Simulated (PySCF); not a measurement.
SbF₄, SMILES [F][Sb+]([F])([F])[F], charge +1. Geometry optimised at B3LYP-D3(BJ)/def2-SVP. The spin state was assumed, not searched. The isomer is the one that the SMILES or the coordinates give; other isomers of the formula were not compared. The def2 effective core potentials stand for the cores of Sb; spin–orbit coupling is left out.

Computed equilibrium geometry at B3LYP-D3(BJ)/def2-SVP (PySCF confirms it by a frequency run) as a Z-matrix, and its point group:
point group Td.
```
Sb
F 1 1.8656
F 1 1.8656 2 109.47
F 1 1.8656 2 109.47 3 120.00
F 1 1.8656 2 109.47 3 -120.00
```
Charge +1, spin multiplicity 1.
